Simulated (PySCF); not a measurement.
## La (lanthanum, neutral) across methods

[Xe] 5d3, high-spin 4F determinant (an excited configuration). Computed with PySCF 2.14 in ANO-RCC-VTZP (8s7p5d3f2g1h, 104 functions), with the spin-free X2C one-electron Hamiltonian (Gaussian nucleus).

```json
{"method": "UHF", "E (hartree)": "-8488.87649", "mean ε 5p α (eV)": "-26.486", "mean ε 5p β (eV)": "-24.278", "mean ε 5d α (eV)": "-4.159", "Σ⟨r²⟩ (bohr²)": "82.24", "⟨S²⟩": "3.761"}
{"method": "PBE0", "E (hartree)": "-8491.77", "mean ε 5p α (eV)": "-21.632", "mean ε 5p β (eV)": "-20.407", "mean ε 5d α (eV)": "-2.528", "Σ⟨r²⟩ (bohr²)": "81.56", "⟨S²⟩": "3.753"}
{"method": "LDA", "E (hartree)": "-8484.88", "mean ε 5p α (eV)": "-20.033", "mean ε 5p β (eV)": "-19.216", "mean ε 5d α (eV)": "-1.947", "Σ⟨r²⟩ (bohr²)": "83.32", "⟨S²⟩": "3.751"}
{"method": "r2SCAN", "E (hartree)": "-8492.10", "mean ε 5p α (eV)": "-20.292", "mean ε 5p β (eV)": "-19.294", "mean ε 5d α (eV)": "-1.953", "Σ⟨r²⟩ (bohr²)": "81.82", "⟨S²⟩": "3.755"}
{"method": "PBE", "E (hartree)": "-8491.72", "mean ε 5p α (eV)": "-19.788", "mean ε 5p β (eV)": "-18.872", "mean ε 5d α (eV)": "-1.882", "Σ⟨r²⟩ (bohr²)": "82.63", "⟨S²⟩": "3.752"}
```

Spin-orbit coupling, absent here, splits the open shell strongly.
